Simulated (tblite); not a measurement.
Compound: C4H12O2P2.
Atom-mapped SMILES: `[CH3:1][P@:2](=[O:3])([PH2:4])[CH2:5][CH2:6][CH2:7][OH:8]` (hydrogens: H9, H10, H11 on C1; H12, H13 on P4; H14, H15 on C5; H16, H17 on C6; H18, H19 on C7; H20 on O8)

Geometry (GFN2-xTB, Å), atoms numbered from 1 in this order:
```
atom  x, y, z in Å
C1     2.333   -1.238   -0.182
P2     0.702   -0.485   -0.592
O3     0.064   -1.159   -1.745
P4     0.972    1.675   -0.863
C5    -0.270   -0.725    0.976
C6    -1.170    0.449    1.328
C7    -2.205    0.737    0.239
O8    -1.600    1.068   -0.989
H9     2.944   -1.230   -1.083
H10    2.162   -2.271    0.114
H11    2.835   -0.696    0.615
H12    2.347    1.529   -1.095
H13    0.681    1.557   -2.213
H14   -0.859   -1.633    0.817
H15    0.431   -0.904    1.793
H16   -0.558    1.345    1.458
H17   -1.691    0.248    2.267
H18   -2.803    1.606    0.533
H19   -2.875   -0.123    0.119
H20   -1.444    0.259   -1.499
```

Method: GFN2-xTB as coded in tblite; computed harmonic values from a numerical Hessian at the method's own geometry, unscaled. The method is semi-empirical: single wavenumbers can be off by several per cent or more. Modes of hydrogen on phosphorus can be 10 to 20 % off. One conformer, not necessarily the lowest.

Harmonic wavenumbers (cm⁻¹): 60.7, 138.3, 151.7, 173.7, 185.6, 194.2, 219.8, 251.5, 277.9, 296.6, 308.4, 363.7, 462.2, 479.4, 503.8, 668.3, 712.3, 759.6, 774.2, 811.5, 831.2, 851.9, 892.0, 907.9, 998.8, 1049.4, 1113.9, 1121.0, 1128.1, 1179.9, 1205.7, 1219.9, 1267.1, 1304.1, 1309.3, 1336.1, 1345.8, 1425.3, 1430.2, 1440.9, 1459.0, 1471.5, 2222.0, 2367.9, 2917.8, 2941.5, 2952.7, 2966.2, 2967.2, 2975.6, 3005.4, 3008.2, 3026.7, 3423.1.

A = 1838, B = 1216, C = 1033 MHz; mass 154.031 u (most abundant isotopes); point group C1, symmetry number 1.

Problem. Zero-point energy?

Solution. Half the sum of the wavenumbers: 34428 cm⁻¹ = 98.44 kcal/mol.

Problem. Give the ideal-gas entropy at 400 K and 1 bar in the rigid-rotor, harmonic-oscillator model (classical rotation).

Solution. Translation 42.49, rotation 30.20, vibration 42.28: S = 115.0 cal/(mol K).

Problem. And Cp and H(400 K) − H(0)?

Solution. Cp = 52.86 cal/(mol K), of which vibrations give 44.91 (their classical limit is 54 R = 107.3); H(400 K) − H(0) = 12.41 kcal/mol without the zero-point energy, 9.23 from vibrations.

Problem. What must be added to the electronic energy to get the Gibbs energy at 400 K and 1 bar?

Solution. ZPE + [H(400 K) − H(0)] − T·S = 98.44 + 12.41 − 45.99 = 64.86 kcal/mol.

Problem. Which modes carry the vibrational entropy at 400 K?

Solution. 60.7 cm⁻¹: 5.02; 138.3 cm⁻¹: 3.40; 151.7 cm⁻¹: 3.22; 173.7 cm⁻¹: 2.95; 185.6 cm⁻¹: 2.83; 194.2 cm⁻¹: 2.74 cal/(mol K); the other 48 give 22.13 together.

Hindered rotation and anharmonicity are outside this model. Other conformers, if any are populated, would add a mixing term that is left out. The structure is chiral; the term R ln 2 for an equal mix with its mirror image is left out.
